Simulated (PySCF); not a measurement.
AlH3OS, SMILES [SH][AlH][OH].

Geometry optimised at TPSSh-D3(BJ)/def2-TZVP. One conformer was computed; it need not be the lowest.

Level of theory: PySCF with r2SCAN/def2-TZVPD.

Symmetry labels are those of the subgroup Cs that the program uses (full group Cs).

**Question.** List the valence orbital energies around the gap with their symmetry. (Estimate from the structure and the level; the computed values follow.)

**Answer.** 
```tsv
orbital	symmetry	energy (eV)
HOMO−7	A'	-18.65
HOMO−6	A'	-12.96
HOMO−5	A'	-10.79
HOMO−4	A'	-9.45
HOMO−3	A'	-8.42
HOMO−2	A"	-8.27
HOMO−1	A'	-7.70
HOMO	A"	-6.79
LUMO	A"	-1.07
LUMO+1	A'	-0.73
LUMO+2	A'	-0.21
LUMO+3	A'	0.46
```
